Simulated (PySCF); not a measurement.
A structure optimised at ωB97X-D3(BJ)/def2-SVP, used in a PySCF frequency run:

```
Si
F 1 1.6359
O 1 1.6546 2 106.64
Si 3 1.6616 1 139.03 2 45.77
H 4 1.4880 3 108.40 1 153.15
H 4 1.4891 5 109.45 3 -120.56
H 4 1.4934 5 109.25 6 -119.41
C 1 1.8539 2 108.63 3 -117.35
H 8 1.1011 1 110.51 2 58.26
H 8 1.1015 9 108.33 1 121.87
H 8 1.1016 9 108.08 10 117.09
C 1 1.8585 2 107.30 3 118.26
H 12 1.1016 1 111.06 2 62.20
H 12 1.1017 13 107.98 1 121.54
H 12 1.1018 13 108.15 14 116.74
```
Charge 0, spin multiplicity 1.

Task: Write its SMILES and formula.

Result: C[Si](C)(F)O[SiH3], C2H9FOSi2

Task: What are its rotational constants (standard atomic weights)?

Result: 3.2760, 1.3656, 1.3212 GHz
